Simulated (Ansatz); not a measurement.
Consider the hydrogenolysis of a B–C bond: `NB(Cl)CO` + H₂ → `NBCl` + CH₃OH.

Gas-phase electronic energies from Ansatz, PBE0-D4/def2-TZVP geometries. CCSD(T)/CBS adds triple-zeta CCSD(T) − MP2 to the extrapolated MP2 energy (def2 sets, frozen cores). This one scheme is used for every species. DFT in def2-TZVPP. B3LYP here is the variant with VWN-RPA as its local correlation; programs differ in this. Each species was taken in one conformer, which may not be the lowest.

```
             level  ΔE (kcal/mol)  difference from CCSD(T)/CBS
          B3LYP-D4           -4.4                         -0.2
           ωB97M-V           -3.8                          0.4
            r2SCAN           -3.6                          0.6
              PBE0           -5.4                         -1.2
    MP2/def2-TZVPP           -3.6                          0.6
SCS-MP2/def2-TZVPP           -5.2                         -1.0
    MP2/def2-QZVPP           -3.5                          0.7
      HF/CBS(def2)          -10.8                         -6.6
     MP2/CBS(def2)           -3.3                          0.9
    CCSD/CBS(def2)           -5.3                         -1.1
       CCSD(T)/CBS           -4.2                            0
```

Largest T1 diagnostic among the species: 0.011.

The D4 term adds +2.6 kcal/mol with B3LYP and +1.4 kcal/mol with PBE0; it sums over pairs of atoms, weighted by their polarisabilities, and B3LYP, whose exchange is more repulsive, gets the larger term. From PBE to PBE0 (25 % exact exchange), in def2-TZVPP and without D4, ΔE moves by −0.7 kcal/mol. In def2-TZVPP, CCSD(T) changes the Hartree–Fock value by +6.1 kcal/mol (the triples alone add +1.1 kcal/mol) and MP2 by +7.0 kcal/mol.
